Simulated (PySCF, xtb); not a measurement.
Ga(H)2(SeH) (GaH₃Se), SMILES [GaH2][SeH].

GFN2-xTB (xtb) at its own geometry gives an orbital gap of 4.20 eV and a dipole moment of 1.58 D.

Coordinates come from a PBE0-D3(BJ)/def2-TZVP optimisation.

What does CAM-B3LYP/def2-TZVPD (PySCF) give? (The exact figures need the calculation; the answer reports its results.)

gap 7.86 eV (levels -8.59 and -0.73 eV), dipole 1.02 D.
